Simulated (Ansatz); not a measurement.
Job for Ansatz (a quantum-chemistry and plane-wave program): U-PBE0/def2-TZVPP on CsSr, 2S+1 = 4, a spin state set in the input, which need not be the lowest, a point of a bond scan (R = 4.470 Å). Elements past Kr take the def2 small-core potentials; no spin–orbit coupling.

Ansatz 0.2 input:
```yaml
crystal:
  periodic: [false, false, false]
  atoms:
    - {symbol: Sr, position_ang: [0.00000000, 0.00000000, 0.00000000]}
    - {symbol: Cs, position_ang: [0.00000000, 0.00000000, 4.46969000]}
basis:
  gaussian:
    orbitals: def2-TZVPP
    pivot_positions_ang: [[0.00000000, 0.00000000, 0.00000000], [0.00000000, 0.00000000, 4.46969000]]
hamiltonian:
  xc: {name: PBE0}
magnetization: {spin_polarized: true, initial_magnetization: 3}
output: {forces: true, orbitals: {seedname: ./end}}
```

Output:

```
WARN ansatz: RAYON_NUM_THREADS=1 ignored (pool sized by the plan → 1); use --threads N
Functional definition: PBE0
integrals: 0.02 GiB planned
484 factors; their error is unknown
mean field: 0.26 GiB planned
mean field evaluation 1: about -1381.3924 eV, gradient 2.4e0 eV
mean field evaluation 2: about -1381.4798 eV, gradient 1.8e0 eV
mean field evaluation 4: about -1381.5133 eV, gradient 1.3e-1 eV
mean field evaluation 8: about -1381.5534 eV, gradient 6.4e-2 eV
mean field evaluation 16: about -1381.5543 eV, gradient 1.1e-3 eV
mean field evaluation 32: about -1381.5420 eV, gradient 5.0e-1 eV
mean field evaluation 64: about -1381.1123 eV, gradient 9.8e-4 eV
mean field evaluation 96: about -1381.1039 eV, gradient 3.7e-1 eV
mean field evaluation 128: about -1381.4912 eV, gradient 6.9e-1 eV
mean field -1381.55430042 eV, -50.7711840894 hartree, gradient 9.5e-6 eV, S^2 3.750267; 15 other end points of the search recorded, 0 dependent functions left out
the calculation of the forces begins
reference -1381.55433217 eV, -50.7711852559 hartree; 11, 8 occupied and 65, 68 virtual orbitals, 484 factors
Total energy: -1381.55433217 eV, -50.7711852559 hartree
Atom 0 at     0.000000     0.000000     0.000000 Å, force     0.000000    -0.000000     0.008762 eV/Å
Atom 1 at     0.000000     0.000000     4.469690 Å, force    -0.000000     0.000000    -0.008762 eV/Å
Dipole moment:    -0.000000     0.000000     0.740984 e Å
```

Self-consistency was reached.

Cost: very roughly 23 core-seconds.
